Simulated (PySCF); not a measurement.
```xyz
3

Cl    -1.8445    -0.3831     0.0000
Al    -0.0628     0.7466     0.0000
Br     1.9259    -0.3567     0.0000
```

Charge 0, multiplicity 2.

### Question
Give the Mulliken and meta-Löwdin atomic charges from PBE-D3(BJ)/def2-TZVP // TPSSh-D3(BJ)/def2-TZVP run with PySCF.

### Answer

| atom | Mulliken (e) | meta-Löwdin (e) |
|---|---|---|
| Cl1 | -0.19 | -0.28 |
| Al2 | 0.37 | 0.52 |
| Br3 | -0.18 | -0.24 |
